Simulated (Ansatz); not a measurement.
Frontier orbitals of `[SiH3][O][Ge][O][SiH3]`.

Z-matrix (Å, degrees):
```
Si
O 1 1.641
H 1 1.485 2 109.5
H 1 1.490 2 110.7 3 120.0
H 1 1.485 2 109.5 3 -120.0
Ge 2 1.793 1 139.9 3 -119.6
O 6 1.775 2 96.5 1 -179.7
Si 7 1.651 6 133.6 2 0.1
H 8 1.486 7 111.0 6 60.8
H 8 1.486 7 111.0 6 -60.9
H 8 1.485 7 107.4 6 179.9
```

Total charge 0; spin multiplicity 1. Correlated methods include outer-core shells of Ge, which these sets cover unevenly. Scalar relativity is left out up to krypton. All single points use the PBE0-D4/def2-TZVP geometry. It is one conformer, not always the lowest. Basis def2-TZVPP, Ansatz.

Orbital energies of one run (eV). Highest occupied ones, from the top: -6.72, -7.33, -7.45, -7.67, -7.96, -8.84, -9.11, -9.62, -9.74, -10.48, -11.79, -13.29, -14.42, -23.92. Empty: -2.75, -0.83, -0.54, 0.71, 0.87, 0.96.

(1) Which functional gave them?
A. PBE0
B. CAM-B3LYP
C. r2SCAN0
D. revPBE

Answers

(1) D. HOMO energies: revPBE -6.72, r2SCAN0 -8.18, PBE0 -7.97, CAM-B3LYP -9.32 eV.
